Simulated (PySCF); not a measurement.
**Energy of Cu²⁺ (copper, charge +2) between two integer charges**

The 3d beta orbital of [Ar] 3d9 is emptied in steps (occupation f), with all orbitals relaxed, ending at [Ar] 3d8. All numbers are calculated (PySCF 2.14, no relativity, point nucleus, in def2-TZVPPD (6s6p4d2f1g, 67 functions)). The exact energy is a straight line in f; departures are measured from the line between the end points of the same method.

```tsv
f	BHandHLYP (eV)	wB97X (eV)	CAM-B3LYP (eV)
1	0.000	0.000	0.000
0.75	-0.490	-0.635	-0.829
0.5	-0.671	-0.861	-1.122
0.25	-0.516	-0.655	-0.853
0	0.000	0.000	0.000
```

For CAM-B3LYP, how does the orbital energy at f = 1 compare with the removal energy?

−ε = 33.019 eV against a total-energy difference of 37.373 eV. By Janak's theorem ε = ∂E/∂f, so the gap between them reflects the curvature. Along the path −ε is 35.112 (f = 0.75), 37.311 (f = 0.5), 39.602 (f = 0.25) eV.

```json
{"method": "BHandHLYP", "E(f=0) − E(f=1) (eV)": "36.582", "−ε at f=1 (eV)": "34.043", "−ε at f=0.5 (eV)": "36.515"}
{"method": "wB97X", "E(f=0) − E(f=1) (eV)": "37.033", "−ε at f=1 (eV)": "33.719", "−ε at f=0.5 (eV)": "36.977"}
{"method": "CAM-B3LYP", "E(f=0) − E(f=1) (eV)": "37.373", "−ε at f=1 (eV)": "33.019", "−ε at f=0.5 (eV)": "37.311"}
```

Reference removal energy between the ground levels: 36.841 ± 0.012 eV (measured; NIST Atomic Spectra Database, ionization energies). The calculation has no spin-orbit coupling. The determinant left behind need not be the lowest term of the ion.
